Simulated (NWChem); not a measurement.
System: CH₄AlO cation; SMILES [OH][Al+][CH3]

Here is an NWChem input.

```
start job
memory heap 200 mb stack 900 mb global 1100 mb
charge 1
geometry units angstroms noautosym nocenter noautoz
  Al     0.016923    -0.075713    -0.004261
  C      0.017306     1.827232    -0.008863
  H     -0.202604     2.196143     1.005840
  H     -0.752550     2.193394    -0.706599
  H      1.005275     2.196537    -0.327175
  O      0.011221    -1.686301     0.003458
  H      0.022634    -2.642439     0.001508
end
basis spherical
  * library 6-31+g*
end
dft
  xc b3lyp
  iterations 150
end
tddft
  cis
  nroots 6
  notriplet
end
task tddft energy
```

The geometry was optimised at PBE0/def2-SVP.

Vertical excitations in the gas phase.

Question: Give the results of this calculation. (B3LYP/6-31+G* (spherical d), TDA.) Quantities: lowest excitation, singlet (eV); oscillator strength of that lowest state; lowest state with f > 0.02, singlet (eV); oscillator strength of that bright state; orbital gap (eV).

Answer: 
```
Quantity                                  Result
----------------------------------------  ------
lowest excitation, singlet (eV)             6.52
oscillator strength of that lowest state   0.024
lowest state with f > 0.02, singlet (eV)    6.52
oscillator strength of that bright state   0.024
orbital gap (eV)                            7.74
```
